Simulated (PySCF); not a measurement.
# Reading the logs of faulty runs: AlGeH3NO cation

These are calculations, not measurements. They come from PySCF 2.14.0, an open-source quantum chemistry program, on an isolated molecule that a program drew, which may never have been made. The molecule is AlGeH3NO cation (charge +1, singlet), drawn as the SMILES string `[NH]=[GeH][Al+][OH]`.

Each row is a Hartree-Fock (HF) and frozen-core CCSD(T) single point in the cc-pV(D+d)Z basis, meant for a local HF minimum. Run 1 is clean. Each other run has one planted mistake out of seven kinds, and not every kind appears here: one electron removed, one electron added, multiplicity raised by two, geometry at a saddle point, minimal basis STO-3G, one bond length entered in bohr, all coordinates scaled. The reference is restricted for singlets and unrestricted otherwise, and also for a bond in bohr. Adding or removing an electron swaps singlet and doublet. Electrons count all cores. HOMO and LUMO are orbital energies over both spins, the gradient is its largest component, and the lowest frequency (negative if imaginary) is given only where the gradient is small. Bond lengths are over the 6 bonds as drawn. T1 is the CCSD diagnostic: over 0.02 (restricted) or 0.045 (unrestricted) a single reference is doubtful. Germanium has the cc-pVDZ-PP basis, with a core potential (ECP10MDF) in place of its 10 inner electrons, and its 3s, 3p and 3d shells are frozen in CCSD(T).

Geometry of the clean run:
```xyz
7
AlGeH3NO cation, angstrom
N    -2.6282    0.2353    3.1205
Ge   -1.6519   -0.3956    1.9337
Al    0.3887    0.9288    1.1123
O     1.6371    1.8291    0.6661
H    -2.4170    1.1388    3.5165
H    -1.7841   -1.7114    1.2150
H     2.3685    2.3653    0.4098
```

```
run  electrons  basis functions  <S^2>  HOMO (eV)  LUMO (eV)  gradient (hartree/bohr)  lowest frequency (cm^-1)  mean bond (Å)  longest bond (Å)      T1  HF (hartree)  CCSD(T) (hartree)                     mistake
  1         62               89  0.000     -14.71      -4.66                  1.6e-05                        89         1.5480             2.568  0.0261    -666.09438         -666.63802                    no fault
  2         62               89  2.025     -12.12      -5.12                  1.1e-01                         -         1.5480             2.568  0.0184    -666.05585         -666.53717  multiplicity raised by two
  3         62               89  1.458     -13.81      -4.63                  7.5e-02                         -         1.6975             2.568  0.0822    -665.98651         -666.49539                           ?
  4         62               89  0.000     -15.42      -4.62                  1.2e-01                         -         1.4179             2.352  0.0215    -666.02304         -666.54276                           ?
```

**Which mistake was planted in run 3, and what did it cost?**

The mean bond changes by a factor of 1.097 and the longest by 1.000, so the molecule wasn't scaled as a whole. A length L in bohr read as angstrom grows by (1/0.5292 - 1) L = 0.890 L. The 6 bonds together grew by 6 x 0.1495 = 0.897 Å, which gives L = 1.008 Å. That is bond N1-H5, 1.009 Å in the clean geometry. So the mistake is: one bond length entered in bohr. Subtracting run 1 and multiplying by 627.51 kcal/mol a hartree, the energy moved by 67.7 kcal/mol in HF and 89.5 kcal/mol in CCSD(T).

**Which mistake was planted in run 4, and what did it cost?**

The mean and the longest bond both change by the same factor, 0.916, and the gradient is no longer small. So the mistake is: all coordinates scaled. Subtracting run 1 and multiplying by 627.51 kcal/mol a hartree, the energy moved by 44.8 kcal/mol in HF and 59.8 kcal/mol in CCSD(T).

Cautions from the logs. Run 1: T1 is over the limit, so its CCSD(T) energy is less reliable; run 3: T1 is over the limit, so its CCSD(T) energy is less reliable; run 4: T1 is over the limit, so its CCSD(T) energy is less reliable.
